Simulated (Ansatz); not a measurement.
In14As14H34, a nanocrystal cut from wurtzite InAs (hydrogen-capped), 62 atoms. Hardware: 10 threads of AMD EPYC 7R13 on a shared host and a whole NVIDIA H100 80GB HBM3.

In the def2 sets In takes a core potential; there is no spin–orbit coupling. Single mean-field runs in def2-SVP are fitted with def2-universal-jkfit.

(1) How many basis functions does each of these Ansatz runs have, and roughly what does it cost? PBE0-D4/def2-SVP, charge 0 singlet, energy, from earlier orbitals; PBE-D4/def2-SVP, charge -1 doublet at the geometry of the charge 0 singlet, energy, from earlier orbitals; PBE-D4/def2-SVP, charge 1 doublet at the geometry of the charge 0 singlet, energy, from earlier orbitals; r2SCANh-D4/def2-SVP, charge 1 doublet at the geometry of the charge 0 singlet, energy, from earlier orbitals; PBE0-D4/def2-SVP, charge -1 doublet at the geometry of the charge 0 singlet, energy; r2SCANh-D4/def2-SVP, charge 0 singlet, energy and forces, from earlier orbitals; PBE-D4/def2-SVP, charge 0 singlet, relaxation, 13 steps; PBE0-D4/def2-SVP, charge 0 triplet at the geometry of the charge 0 singlet, energy; r2SCAN-D4/def2-SVP, charge 0 singlet, energy and forces, from earlier orbitals; PBE-D4/def2-SVP, charge 0 singlet, energy, from earlier orbitals; PBE-D4/def2-SVP, charge 0 triplet at the geometry of the charge 0 singlet, energy, from earlier orbitals; PBE0-D4/def2-SVP, charge 1 doublet at the geometry of the charge 0 singlet, energy.

## Answers

(1) Other jobs shared the machine, so times can vary by a factor of up to 3.

| run | functions | fitting or Cholesky vectors | wall time | peak host memory (GiB) |
| --- | --- | --- | --- | --- |
| PBE-D4/def2-SVP, charge 0 singlet, energy, from earlier orbitals | 982 | 7388 | 7 s | 1.8 |
| r2SCAN-D4/def2-SVP, charge 0 singlet, energy and forces, from earlier orbitals | 982 | 7388 | 10 s | 2.1 |
| PBE0-D4/def2-SVP, charge 0 singlet, energy, from earlier orbitals | 982 | 7388 | 14 s | 1.8 |
| PBE-D4/def2-SVP, charge -1 doublet at the geometry of the charge 0 singlet, energy, from earlier orbitals | 982 | 7388 | 16 s | 1.9 |
| PBE-D4/def2-SVP, charge 1 doublet at the geometry of the charge 0 singlet, energy, from earlier orbitals | 982 | 7388 | 16 s | 1.9 |
| PBE-D4/def2-SVP, charge 0 triplet at the geometry of the charge 0 singlet, energy, from earlier orbitals | 982 | 7388 | 21 s | 1.9 |
| r2SCANh-D4/def2-SVP, charge 0 singlet, energy and forces, from earlier orbitals | 982 | 7388 | 23 s | 14 |
| PBE0-D4/def2-SVP, charge -1 doublet at the geometry of the charge 0 singlet, energy | 982 | 7388 | 39 s | 2 |
| PBE0-D4/def2-SVP, charge 1 doublet at the geometry of the charge 0 singlet, energy | 982 | 7388 | 42 s | 2 |
| r2SCANh-D4/def2-SVP, charge 1 doublet at the geometry of the charge 0 singlet, energy, from earlier orbitals | 982 | 7388 | 48 s | 2.5 |
| PBE0-D4/def2-SVP, charge 0 triplet at the geometry of the charge 0 singlet, energy | 982 | 7388 | 68 s | 2 |
| PBE-D4/def2-SVP, charge 0 singlet, relaxation, 13 steps | 982 | 7388 | 87 s | 2 |
